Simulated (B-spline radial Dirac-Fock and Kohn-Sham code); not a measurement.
## Compton profile of Cu²⁸⁺

System: copper as Cu²⁸⁺ in the configuration 1s1.

Calculated with a B-spline atomic structure program, using the impulse approximation on Dirac-Fock densities. pz is in atomic units of momentum; subshell profiles are per electron, for a selection of subshells; open shells are spread over both j values by their weights.

| pz | J total | J 1s1/2 |
| --- | --- | --- |
| 0 | 0.02873 | 0.0287 |
| 0.8 | 0.02866 | 0.0287 |
| 1 | 0.02863 | 0.0286 |
| 1.2 | 0.02858 | 0.0286 |
| 1.4 | 0.02853 | 0.0285 |
| 1.6 | 0.02847 | 0.0285 |
| 1.8 | 0.02841 | 0.0284 |
| 2 | 0.02833 | 0.0283 |
| 2.5 | 0.02811 | 0.0281 |
| 3 | 0.02785 | 0.0278 |
| 4 | 0.02719 | 0.0272 |
| 5 | 0.02637 | 0.0264 |
| 7 | 0.02434 | 0.0243 |
| 10 | 0.02068 | 0.0207 |
| 15 | 0.01436 | 0.0144 |
| 20 | 0.009213 | 0.00921 |
| 30 | 0.003438 | 0.00344 |
| 40 | 0.001292 | 0.00129 |
| 60 | 0.0002320 | 0.000232 |
| 100 | 1.907e-05 | 1.91e-05 |

J(0) = 0.02873. The 1s1/2 subshell gives the largest part, 100 %.

Mean momentum ⟨p⟩ by subshell (a.u.): 1s1/2 25.3.
